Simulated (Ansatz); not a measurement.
`C[SiH]1SS1` + NH₃ → `N[SiH]1SS1` + CH₄ at 500 K and 1 bar (ligand exchange at the Si–C bond).

Isolated molecules relaxed with PBE0-D4/def2-TZVP in Ansatz; ΔE leaves out vibrations. CCSD(T)/CBS adds triple-zeta CCSD(T) − MP2 to the extrapolated MP2 energy (def2 sets, frozen cores). This one scheme is used for every species. Each species was taken in one conformer, which may not be the lowest.

```csv
species,CCSD(T)/CBS energy (Eh),H − E (kJ/mol),S (J/(mol·K))
`C[SiH]1SS1`,-1125.13339,167.6,377.0
NH₃,-56.50880,108.2,211.8
`N[SiH]1SS1`,-1141.20432,139.4,387.7
CH₄,-40.46206,135.6,206.8
```

H − E and S are ideal-gas, rigid-rotor, harmonic terms from PBE0-D4/def2-TZVP, for one conformer and one mirror image of each species. 1 Eh = 2625.50 kJ/mol, R = 8.31446 J/(mol·K).

Q: By hand: ΔE, ΔH, ΔS and ΔG.

A: ΔE = (-1141.20432) + (-40.46206) − (-1125.13339) − (-56.50880) = -0.02419 Eh = -63.5 kJ/mol. Δ(H − E) = 139.4 + 135.6 − 167.6 − 108.2 = -0.8, so ΔH = -64.3 kJ/mol. ΔS = 387.7 + 206.8 − 377.0 − 211.8 = 5.7 J/(mol·K). ΔG = -64.3 − 500 × (5.7)/1000 = -67.1 kJ/mol.

Q: By hand: the equilibrium constant, and the temperature at which ΔG would vanish if ΔH and ΔS stayed fixed.

A: log₁₀ K = −ΔG/(RT ln 10) = 7.0. ΔH and −TΔS have one sign here, so there is no such temperature.

The number of gas molecules stays the same, so ΔS is small and ΔH decides. A doubt of 5 kJ/mol in ΔE shifts log₁₀ K by 0.5 here. Other conformers and mirror images would add mixing entropy, several J/(mol·K) or more a flexible species. Modes under 60 cm⁻¹, often nearly free rotors, make the harmonic entropy too high. These are equilibria of isolated gas molecules and say nothing of rates. Largest T1 diagnostic: 0.012 (customary marks: 0.02 for closed shells, 0.045 for open ones).

ΔS is within the doubt of such terms, so its sign, and with it that verdict, could turn.
